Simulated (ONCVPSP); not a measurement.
## Scattering properties, ONCV potential for Mg (Z = 12)

ONCVPSP 4.0.1 input, shortened (lines: element, Z, core and valence counts, functional; n l f; lmax; l rc ep ncon nbas qcut; lloc lpopt rc5 dvloc0; l nproj debl; icmod fcfact rcfact), PBEsol, scalar-relativistic:

```
  Mg 12.00    1    3  -116133      upf
    1    0    2.00
    2    0    2.00
    2    1    6.00
    3    0    2.00
    2
    0    1.00    0.00    5    8   10.10
    1    0.65    0.00    4    7   17.90
    2    0.85    0.22    4    8    9.60
    4    3    0.60    0.00
    0    2    2.50
    1    2    2.40
    2    2    3.20
    3    2.25    1.60
```

The phase is arctan(r·R′/R) of the radial function R(r), unwrapped; energies in Ha, scanned from -4 to 5 Ha. A pole is an energy at which the radial function vanishes at the test radius. The pseudo phase is shifted by a multiple of π to meet the all-electron one at the reference energy, and phase errors are pseudo minus all-electron; the curves can meet again beyond the range given. Levels narrower than the energy grid can be missing from the lists of poles.

**Question.** For each channel, where are the poles, and over which energies does the pseudopotential scatter like the atom?

**Answer.**

```json
{"channel": "s", "radius (bohr)": "1.02", "reference energy (Ha)": "-0.17", "poles, all-electron": "-1.32", "poles, pseudo": "-1.32", "unbroken range about the reference energy with phases within 0.05 rad": "the whole range", "phase error 1 Ha above the reference energy (rad)": "+0.000"}
{"channel": "p", "radius (bohr)": "0.66", "reference energy (Ha)": "-1.71", "poles, all-electron": "4.59", "poles, pseudo": "4.60", "unbroken range about the reference energy with phases within 0.05 rad": "the whole range", "phase error 1 Ha above the reference energy (rad)": "-0.000"}
{"channel": "d", "radius (bohr)": "0.86", "reference energy (Ha)": "0.22", "poles, all-electron": "none", "poles, pseudo": "none", "unbroken range about the reference energy with phases within 0.05 rad": "the whole range", "phase error 1 Ha above the reference energy (rad)": "+0.000"}
```

Phases in the p channel:

| E (Ha) | all-electron | pseudo |
| --- | --- | --- |
| -3.98 | -0.368 | -0.368 |
| -3.50 | -0.527 | -0.527 |
| -3.02 | -0.673 | -0.673 |
| -2.54 | -0.803 | -0.803 |
| -2.06 | -0.915 | -0.915 |
| -1.58 | -1.012 | -1.012 |
| -1.10 | -1.094 | -1.094 |
| -0.62 | -1.165 | -1.165 |
| -0.14 | -1.226 | -1.226 |
| 0.34 | -1.280 | -1.280 |
| 0.82 | -1.327 | -1.327 |
| 1.30 | -1.368 | -1.368 |
| 1.78 | -1.406 | -1.406 |
| 2.26 | -1.439 | -1.439 |
| 2.74 | -1.470 | -1.470 |
| 3.22 | -1.499 | -1.499 |
| 3.70 | -1.525 | -1.525 |
| 4.18 | -1.550 | -1.550 |
| 4.66 | -1.574 | -1.574 |
